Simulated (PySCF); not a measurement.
**Correlation energy of Si (silicon, neutral)**

[Ne] 3s2 3p2, high-spin 3P determinant. Calculation: PySCF 2.14, in dyall-av3z (19s12p3d2f, 84 functions); scalar relativity by spin-free X2C-1e. Frozen: [Ne]; 4 electrons correlated; the 23 highest virtual orbitals of each spin left out.

| level | correlation energy (mhartree) |
| --- | --- |
| CCSD | -75.10 |
| (T) | -2.58 |
| CCSD(T) | -77.68 |

Diagnostics: T1 = 0.012, D1 = 0.0301, largest double amplitude 0.073.

Task: Is a single reference adequate?

Result: Mostly. T1 lies below 0.03, but a double amplitude of this size points to a near-degeneracy that CCSD handles and MP2 describes poorly.
